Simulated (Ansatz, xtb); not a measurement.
# CH5O2Si−: where a starting geometry ends

The starting geometry of this gas-phase singlet was built from a drawn formula by distance geometry and a force field; its bonds are those of `[O-][C@H](O)[SiH3]`.

```yaml
atoms:
  - { symbol: C, position_ang: [1.9369, 2.0175, -0.8541] }
  - { symbol: O, position_ang: [1.7146, 1.2212, 0.1815] }
  - { symbol: O, position_ang: [1.5696, 3.2890, -0.2698] }
  - { symbol: Si, position_ang: [0.9123, 1.5493, -2.3928] }
  - { symbol: H, position_ang: [2.9179, 2.2072, -1.1959] }
  - { symbol: H, position_ang: [1.2656, 2.9658, 0.6478] }
  - { symbol: H, position_ang: [-0.5616, 1.4684, -2.2467] }
  - { symbol: H, position_ang: [1.1676, 2.5764, -3.5128] }
  - { symbol: H, position_ang: [1.4282, 0.2994, -3.0349] }
```

**Question.** Predict what it relaxes into with r2SCAN-D4/def2-SVPD.

**Answer.** It keeps its bonds, and is `[O-][C@H](O)[SiH3]`.

The energy falls by 0.62 eV over 10 steps:

```
step  E − E(last) (eV)
   1             0.616
   2             0.100
   3             0.036
   4             0.011
   5             0.005
   6             0.002
   7             0.001
   8             0.000
   9             0.000
  10             0.000
```

Final geometry (Å):

```xyz
9

C     2.0170    1.9584   -0.7774
O     1.7746    1.0297    0.1003
O     1.5691    3.3328   -0.3184
Si    0.9820    1.6221   -2.4068
H     3.1030    2.1485   -1.0372
H     0.9933    3.0671    0.4140
H    -0.4731    1.5117   -2.0429
H     1.0333    2.6178   -3.5574
H     1.3520    0.3060   -3.0521
```

From the same start GFN2-xTB ends elsewhere, differing in O2–Si4 (1.83 against 2.70 Å here).

The end wasn't checked by frequencies. Run with Ansatz 0.2.0, 78 s on 2 threads of AMD EPYC (Zen 3) (shared host).
